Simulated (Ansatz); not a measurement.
C2H6ClSc, SMILES `[CH3][Sc]([CH3])[Cl]`, relaxed with RKS PBE0-D4/def2-TZVP in Ansatz 0.2.0 from a PBE-D4/def2-SVP geometry. The force threshold is 0.005 eV/Å; the program also tests the step.

Charge 0, multiplicity 1.

Start:

```xyz
10

C    -1.673   -0.622    0.259
Sc   -0.156    0.921    0.247
C     1.636    0.204   -0.729
Cl    0.099    2.188    2.150
H    -2.545   -0.395    0.910
H    -2.054   -0.848   -0.764
H    -1.210   -1.563    0.638
H     1.477    0.009   -1.815
H     2.512    0.880   -0.625
H     1.915   -0.774   -0.272
```

(1) How much energy does the relaxation release, and in how many steps? (An estimate is asked.)

(2) Which bonds change most? (Best estimate.)

(3) Give the relaxed structure. (Estimate.)

## Answers

(1) Computed: 4.51 kJ/mol, in 36 steps, 5 of them rejected.

(2) Computed: C3–H8 from 1.115 to 1.097 Å; C1–H6 from 1.114 to 1.098 Å; C3–H10 from 1.115 to 1.099 Å; C1–H7 from 1.115 to 1.099 Å.

(3) The calculation gave: 
```xyz
10

C    -1.739   -0.618    0.241
Sc    0.049    0.539    0.624
C     1.690    0.192   -0.744
Cl    0.192    2.072    2.353
H    -2.658   -0.119    0.571
H    -1.848   -0.850   -0.826
H    -1.698   -1.582    0.768
H     1.380   -0.407   -1.609
H     2.125    1.125   -1.125
H     2.509   -0.351   -0.252
```
